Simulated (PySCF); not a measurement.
Task: What does the PBE0-D3(BJ)/def2-SVP structure of `CC(C)=N[SiH3]` look like in three dimensions?

Result: 
```
atom  x, y, z in Å
C1    -0.8504   -1.1297    0.6762
C2    -0.4134    0.2905    0.4124
C3    -1.4749    1.3314    0.6522
N4     0.7366    0.6507    0.0147
Si5    2.1993   -0.2017   -0.3714
H6    -1.3078   -1.2148    1.6747
H7    -1.6282   -1.4186   -0.0500
H8    -0.0191   -1.8421    0.6000
H9    -2.3900    1.0964    0.0847
H10   -1.7585    1.3470    1.7178
H11   -1.1018    2.3208    0.3617
H12    2.5017    0.0546   -1.8108
H13    2.1989   -1.6918   -0.1601
H14    3.2931    0.3751    0.4644
```

Orientation and origin are arbitrary. Atoms count from 1 in this order. The 5 heavy atoms lie in one plane (0.001 Å rms). Of the pairs four or more bonds apart, Si5···H8 is among the closest relative to their van der Waals radii: 2.93 Å, 89 % of the sum of Bondi's values. Si5 (SiH3 silicon) is distorted tetrahedral (angles from 107.5° to 117.0°).

Bonds between heavy atoms (Å): C1–C2 1.509, C2–C3 1.506, C2=N4 1.269, N4–Si5 1.736.

Level of theory: PBE0-D3(BJ)/def2-SVP geometry optimisation, gas phase (PySCF).

Point group: near Cs, missed by 0.30 Å at most; the miss may be what the optimiser left on a soft mode. PBE0-D3(BJ)/def2-SVP frequencies: not computed here.
